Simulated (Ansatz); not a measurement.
`BC(C)C` at its PBE0-D4/def2-TZVP geometry, where that method's forces vanish. Charge 0, multiplicity 1.

```json
{"atom": "B1", "x (Å)": "-1.439", "y (Å)": "-0.318", "z (Å)": "0.701"}
{"atom": "C2", "x (Å)": "-0.037", "y (Å)": "-0.273", "z (Å)": "0.050"}
{"atom": "C3", "x (Å)": "0.027", "y (Å)": "0.100", "z (Å)": "-1.427"}
{"atom": "C4", "x (Å)": "1.080", "y (Å)": "0.375", "z (Å)": "0.860"}
{"atom": "H5", "x (Å)": "-1.557", "y (Å)": "-0.280", "z (Å)": "1.894"}
{"atom": "H6", "x (Å)": "-2.415", "y (Å)": "-0.504", "z (Å)": "0.030"}
{"atom": "H7", "x (Å)": "0.109", "y (Å)": "-1.381", "z (Å)": "0.116"}
{"atom": "H8", "x (Å)": "-0.126", "y (Å)": "1.176", "z (Å)": "-1.556"}
{"atom": "H9", "x (Å)": "-0.743", "y (Å)": "-0.413", "z (Å)": "-2.006"}
{"atom": "H10", "x (Å)": "1.001", "y (Å)": "-0.142", "z (Å)": "-1.862"}
{"atom": "H11", "x (Å)": "2.066", "y (Å)": "0.136", "z (Å)": "0.452"}
{"atom": "H12", "x (Å)": "1.057", "y (Å)": "0.058", "z (Å)": "1.905"}
{"atom": "H13", "x (Å)": "0.980", "y (Å)": "1.465", "z (Å)": "0.845"}
```

**Question.** For each bond, give half the difference of the two atoms' forces along it (eV/Å; positive pushes the atoms apart) under PBE-D4, r2SCAN-D4, B3LYP-D4, ωB97M-V in def2-TZVPP. (Estimate.)

**Answer.** Computed: 
```json
{"bond": "B1–C2", "length (Å)": "1.546", "PBE-D4": "-0.08", "r2SCAN-D4": "-0.04", "B3LYP-D4": "0.02", "ωB97M-V": "0.04"}
{"bond": "B1–H5", "length (Å)": "1.199", "PBE-D4": "0.06", "r2SCAN-D4": "-0.04", "B3LYP-D4": "-0.11", "ωB97M-V": "-0.12"}
{"bond": "B1–H6", "length (Å)": "1.199", "PBE-D4": "0.06", "r2SCAN-D4": "-0.04", "B3LYP-D4": "-0.11", "ωB97M-V": "-0.12"}
{"bond": "C2–C3", "length (Å)": "1.524", "PBE-D4": "0.03", "r2SCAN-D4": "0.12", "B3LYP-D4": "0.19", "ωB97M-V": "0.15"}
{"bond": "C2–C4", "length (Å)": "1.524", "PBE-D4": "0.03", "r2SCAN-D4": "0.12", "B3LYP-D4": "0.19", "ωB97M-V": "0.15"}
{"bond": "C2–H7", "length (Å)": "1.119", "PBE-D4": "0.19", "r2SCAN-D4": "0.00", "B3LYP-D4": "-0.11", "ωB97M-V": "-0.13"}
{"bond": "C3–H8", "length (Å)": "1.094", "PBE-D4": "0.12", "r2SCAN-D4": "-0.03", "B3LYP-D4": "-0.07", "ωB97M-V": "-0.08"}
{"bond": "C3–H9", "length (Å)": "1.092", "PBE-D4": "0.09", "r2SCAN-D4": "-0.04", "B3LYP-D4": "-0.07", "ωB97M-V": "-0.07"}
{"bond": "C3–H10", "length (Å)": "1.094", "PBE-D4": "0.09", "r2SCAN-D4": "-0.04", "B3LYP-D4": "-0.07", "ωB97M-V": "-0.07"}
{"bond": "C4–H11", "length (Å)": "1.094", "PBE-D4": "0.09", "r2SCAN-D4": "-0.04", "B3LYP-D4": "-0.07", "ωB97M-V": "-0.07"}
{"bond": "C4–H12", "length (Å)": "1.092", "PBE-D4": "0.09", "r2SCAN-D4": "-0.04", "B3LYP-D4": "-0.07", "ωB97M-V": "-0.07"}
{"bond": "C4–H13", "length (Å)": "1.094", "PBE-D4": "0.12", "r2SCAN-D4": "-0.03", "B3LYP-D4": "-0.07", "ωB97M-V": "-0.08"}
```

B3LYP here is the variant with VWN-RPA as its local correlation; programs differ in this.
